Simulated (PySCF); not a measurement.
**Scalar relativity in Al³⁺ (aluminium, charge +3)**

[Ne], closed-shell 1S; UHF calculated with PySCF 2.14 in dyall-av3z, once non-relativistic with a point nucleus and once with spin-free X2C-1e and a Gaussian nucleus.

| shell | ε non-rel. (eV) | rms r non-rel. (bohr, spins averaged) |
| --- | --- | --- |
| 1s | -1627.0 | 0.1395 |
| 2s | -167.38 | 0.6765 |
| 2p | -121.70 | 0.6685 |

(1) How does scalar relativity move these shells?

The total energy goes from -240.0002 to -240.4344 hartree.

Relativity contracts and stabilises s shells directly. The contracted s shells screen the nucleus better, so for spin-averaged p shells the direct and indirect effects partly cancel.

Results:

(1) 1s: ε -1630.3 eV, radius -0.34 %; 2s: ε -167.91 eV, radius -0.26 %; 2p: ε -121.69 eV, radius -0.06 %.
